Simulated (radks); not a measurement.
Task: Radial electron density D(r) = 4 pi r^2 rho(r) of an atom or ion with 28 electrons. Method: scalar-relativistic Kohn-Sham, BLYP, spin-polarised, spherical densities, finite nucleus; Fermi nuclear charge, rms radius of each element as measured or else 0.836 A^(1/3) + 0.57 fm; computed with a radial shooting solver on a logarithmic mesh with Libxc functionals.

r (bohr)  D(r) (e/bohr)  spin D(r)
0.003701          3.146     0.0215
0.004274          4.019     0.0274
0.004897          5.039     0.0343
0.00561           6.284     0.0426
0.006428          7.785     0.0526
0.007423          9.690     0.0652
0.008505          11.81     0.0789
0.009744          14.26     0.0945
0.01116           17.03      0.112
0.01289           20.26      0.131
0.01477           23.53      0.149
0.01692           26.88      0.166
0.01939           30.14      0.179
0.02239           33.26      0.187
0.02565           35.64      0.186
0.02939           37.23      0.175
0.03367           37.85      0.152
0.03858           37.43      0.118
0.04455           36.00     0.0748
0.05104           34.05     0.0345
0.05848           32.08    0.00724
0.067             30.75    0.00778
0.07737           30.71     0.0538
0.08864           32.28      0.147
0.1016            35.27      0.281
0.1164            38.93      0.429
0.1344            42.24      0.551
0.154             43.51      0.583
0.1764            42.10      0.504
0.2021            38.04      0.332
0.2334            31.99      0.136
0.2674            26.41     0.0671
0.3063            22.66      0.225
0.3509            21.57      0.640
0.4053            22.86       1.26
0.4643            24.85       1.80
0.532             25.88       2.10
0.6095            24.86       2.03
0.6983            21.73       1.67
0.8064            16.95       1.12
0.9239            12.15      0.635
1.059             7.954      0.294
1.213             4.781      0.123
1.401             2.583     0.0898
1.605             1.398      0.145
1.838            0.8055      0.238
2.106            0.5600      0.332
2.432            0.4734      0.400
2.787            0.4275      0.407
3.193            0.3570      0.352
3.658            0.2583      0.257
4.224            0.1510      0.151
4.84            0.07383     0.0738
5.545           0.02875     0.0288
6.353          0.008669    0.00867
7.337          0.001776    0.00178
8.405         0.0002827   0.000283

What is the nuclear charge?

Result: Z = 31. The innermost maximum, from 1s, lies near gamma/Z bohr with gamma = sqrt(1 - (Z/c)^2) = 0.974, here 0.0314 bohr (found: 0.0342), and its height grows with Z. The density is that of the gallium ion Ga3+ in [Ne] 3s1 3p6 3d10 4d1; the configuration itself is not fixed sharply by these data, and Z only to about a unit. D(r) has 3 maxima, at r = 0.0342, 0.154, 0.536 bohr, and minima at 0.0726, 0.345 bohr, inside which lie 2.10, 11.04 electrons.
